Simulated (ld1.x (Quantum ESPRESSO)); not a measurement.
# Ranking RRKJ potentials for nickel

All share these settings but for the change named:

```json
{
 "Element": "Ni (Z = 28)",
 "Generator": "ld1.x (Quantum ESPRESSO) 7.5",
 "Type": "norm-conserving RRKJ (Kleinman–Bylander form)",
 "Functional": "PW91",
 "Relativity": "scalar-relativistic",
 "Frozen core": "[Ne] 3s2",
 "Valence charge": "16",
 "Reference configuration": "3p6 3d8 4s1.5 4p0 (charge +0.5)",
 "Partial waves": "3p (bound): rc 1.25 bohr; 3d (bound): rc 1.30 bohr; 4s (bound): rc 2.15 bohr",
 "Local potential": "the s channel",
 "Core correction": "none",
 "rho0": "0.005"
}
```

Cutoff: the first of the cutoffs (Ry, on a coarse ladder) from which the occupation-weighted sum of valence levels, in a spherical-Bessel basis at the reference potential, stays within 10 and 1 mRy of its value at 400 Ry; the density cutoff is not measured.

The base gives 110 Ry.

Of 9 variants that were run, those that failed, showed a ghost or another fault, or gave nearly equal values are left out.

A variant can come out equal or close to the base.

Question: Rank these variants from softest to hardest (loose cutoff).
A. all radii scaled by about 1.16 (s 2.50, p 1.44, d 1.50 bohr)
B. all radii scaled by about 0.75 (s 1.62, p 0.94, d 0.98 bohr)
C. all radii scaled by about 0.90 (s 1.94, p 1.12, d 1.16 bohr)
D. all radii scaled by about 1.04 (s 2.24, p 1.30, d 1.36 bohr)
E. all radii scaled by about 1.26 (s 2.70, p 1.58, d 1.64 bohr)

Answer: E (70 Ry), A (80 Ry), D (100 Ry), C (140 Ry), B (180 Ry).
